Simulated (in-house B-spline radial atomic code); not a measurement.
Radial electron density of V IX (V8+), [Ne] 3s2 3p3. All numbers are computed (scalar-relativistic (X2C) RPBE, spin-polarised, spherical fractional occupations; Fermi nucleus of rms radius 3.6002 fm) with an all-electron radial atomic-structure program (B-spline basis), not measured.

Columns: r (bohr), 4πr²n(r) (electrons per bohr), bar.

```
 0.00246   0.6917 #
 0.00293   0.9438 #
 0.00349    1.283 ##
 0.00415    1.732 ###
 0.00493    2.322 ###
 0.00587    3.104 #####
 0.00698    4.111 ######
  0.0083    5.395 ########
 0.00988    7.016 ###########
  0.0118    9.046 ##############
   0.014    11.38 #################
  0.0166    14.05 #####################
  0.0198    17.09 ##########################
  0.0235    20.14 ##############################
   0.028    23.11 ###################################
  0.0333    25.54 ######################################
  0.0396    27.09 #########################################
  0.0471    27.46 #########################################
   0.056    26.55 ########################################
  0.0667    24.59 #####################################
  0.0793    22.32 #################################
  0.0943    20.69 ###############################
   0.112    20.62 ###############################
   0.133    22.45 ##################################
   0.159    25.75 #######################################
   0.189    28.67 ###########################################
   0.225    29.38 ############################################
   0.267     26.7 ########################################
   0.318    20.95 ###############################
   0.378    14.32 #####################
    0.45     9.24 ##############
   0.535    7.138 ###########
   0.637     7.26 ###########
   0.757      7.6 ###########
   0.901    6.635 ##########
    1.07    4.476 #######
    1.27    2.259 ###
    1.52    0.785 #
     1.8   0.2039 
    2.15   0.0315 
    2.55 0.003158 
    3.04 0.0001634
```

On this grid the curve has 3 maxima, near 0.0471, 0.225, 0.757 bohr.

The 3s down radial function P(r) = rR(r), positive near the nucleus:

```csv
r (bohr),P
0.00087,0.02722
0.00123,0.03744
0.00174,0.05139
0.00246,0.07019
0.00349,0.09555
0.00493,0.1284
0.00698,0.1705
0.00988,0.2218
0.014,0.2801
0.0198,0.3373
0.028,0.3773
0.0396,0.3719
0.056,0.2826
0.0793,0.0747
0.112,-0.2402
0.159,-0.563
0.225,-0.6623
0.318,-0.3188
0.45,0.4265
0.637,1.101
0.901,1.16
1.27,0.661
1.8,0.1878
2.55,0.02105
```
Radii and densities under X2C are those of the two-component orbitals, without the picture-change correction, which makes inner s shells of heavy atoms about 5 % too small.
